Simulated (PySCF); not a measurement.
**A small calculation by hand: refractive index and permittivity of the vapour**

H2OSi, SMILES [SiH2]=O.

Coordinates come from a ωB97X-D3(BJ)/def2-TZVP optimisation.

PBE/def2-TZVPD (PySCF) gives a mean static polarisability of 31.9 bohr³ and a dipole moment of 3.47 D. Take an ideal gas at 298.15 K and 1 bar, whether or not the substance is that volatile.

**Question.** Work out n − 1 in the optical limit and the static ε − 1.

**Answer.** 
Polarisability volume α' = 31.9 × 0.148185 = 4.73 Å³. Number density N = p/kT = 2.43e-5 Å⁻³.
Dilute limit of Lorentz–Lorenz: n − 1 = 2π N α' = 0.00072.
Orientation term of Debye: μ²/(3kT) = 8.098 Å³ × μ²(D²) = 97.50 Å³.
ε − 1 = 4π N (α' + μ²/3kT) = 0.031. Orientation of the dipole supplies 95 % of the static response; it can't follow optical fields. Vibrational polarisation and dispersion are left out.
